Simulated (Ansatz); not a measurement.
This geometry of C2H6BO (10 atoms, charge 1, multiplicity 1) is a first-order saddle point.

These are results of RKS PBE0-D4/def2-SVPD in Ansatz 0.2.0, not measurements.

```xyz
10
Properties=species:S:1:pos:R:3
C -1.042 0.916 0.368
C 0.234 0.684 -0.119
B 0.874 -0.797 -0.294
O 0.589 -1.600 0.722
H -1.678 0.074 0.666
H -1.425 1.933 0.515
H -0.859 0.784 -0.901
H 0.826 1.569 -0.393
H 1.521 -1.074 -1.265
H 0.961 -2.490 0.700
```

Question: Which two structures does it join? (They come from a converged band through this point; their orientation in space is the band's.)

Answer: No bond is made or broken. The dihedral C1–C2–B3–H9 goes from 89 to -119°.

Image 0:

```xyz
10
Properties=species:S:1:pos:R:3
C -1.255 0.641 -0.436
C 0.166 0.518 -0.256
B 0.927 -0.660 0.333
O 1.346 -1.038 1.512
H -1.867 -0.200 -0.093
H -1.414 1.488 0.291
H -1.572 1.068 -1.400
H 0.788 1.269 -0.773
H 1.049 -1.218 -0.776
H 1.834 -1.868 1.598
```

Image 8:

```xyz
10
Properties=species:S:1:pos:R:3
C -0.873 0.980 0.644
C 0.225 0.685 -0.157
B 0.935 -0.745 -0.198
O 0.156 -1.757 -0.559
H -1.285 0.225 1.322
H -1.280 1.996 0.700
H -1.124 0.543 -0.500
H 0.600 1.505 -0.787
H 2.093 -0.795 0.123
H 0.553 -2.636 -0.588
```

Question: How far does it lie above each of them?

Answer: 1.5 kcal/mol above the first and 3.0 kcal/mol above the second. This is the barrier of this one path; another mechanism may lie lower. Limits of this set-up: the dipole of an ion depends on the origin.

Time of the run: 12 min on 2 threads of Arm Neoverse V1 (shared host), peak memory 0.28 GiB.
